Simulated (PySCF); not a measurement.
**Which determinant of GaI⁺ lies lowest?**

Unrestricted PBE0; PySCF, scalar-relativistic core potentials, basis sets Ga def2-SVP, I def2-SVP with ECP28. Outer shells of the fragments: Ga+ 3d10 4s2; I 4d10 5s2 5p5.

Followed along the bond (rough minima from three points):

```tsv
2Ms+1	unpaired	⟨S²⟩ at the start	R at minimum (Å)	Te (eV)
2	σ ↑	0.76	2.49	0.00
2	π ↑	0.75	3.12	0.11
4	σ ↑, π ↑↑	3.76	2.73	3.96
```

Solutions found at the starting distance of 2.615 Å, counted from the lowest of them; the search is not exhaustive and high or unbound solutions are not listed, so other states can lie among these:

| 2Ms+1 | unpaired | term | E (eV) | ⟨S²⟩ | ⟨Lz²⟩ | μ (D) |
| --- | --- | --- | --- | --- | --- | --- |
| 2 | σ ↑ | ²Σ⁺ | 0.00 | 0.76 | 0.00 | -5.38 |
| 2 | π ↑ | ²Π | 0.46 | 0.75 | 1.01 | -2.34 |
| 4 | σ ↑, π ↑↑ | mixed | 3.91 | 3.76 | 2.01 | -0.85 |
| 4 | σ ↑, π ↑↑ | mixed | 4.06 | 3.76 | 2.01 | -0.86 |
| 2 | σ ↑, π ↑↓ | mixed | 4.20 | 1.76 | 2.01 | -0.99 |
| 4 | σ ↑↑, π ↑ | ⁴Π | 5.79 | 3.75 | 1.01 | -0.74 |
| 4 | σ ↑↑, π ↑ | ⁴Π | 6.50 | 3.76 | 1.00 | -3.08 |
| 4 | π ↑↑↑ | ⁴Π | 6.58 | 3.76 | 1.00 | 4.36 |
| 4 | σ ↑↑↑ | ⁴Σ⁺ | 8.44 | 3.76 | 0.00 | -3.53 |

A term symbol is given only where ⟨S²⟩ and ⟨Lz²⟩ are close to those of a pure state; real π, δ and φ orbitals otherwise mix terms. A positive dipole points towards I; it is taken about the centre of mass and depends on that origin.

Compare the gap between the two lowest followed solutions at the starting distance with the gap between their minima.

At PBE0 the second solution (doublet, unpaired electrons π ↑) lies +0.46 eV from the first (doublet, unpaired electrons σ ↑) at 2.615 Å and +0.11 eV at the minima; the two curves relax by different amounts, since their minima lie near 3.12 and 2.49 Å.

Spin–orbit coupling is left out. Counting both spins, an empty level lies below a filled one in some of these solutions, because spin and occupation are held.
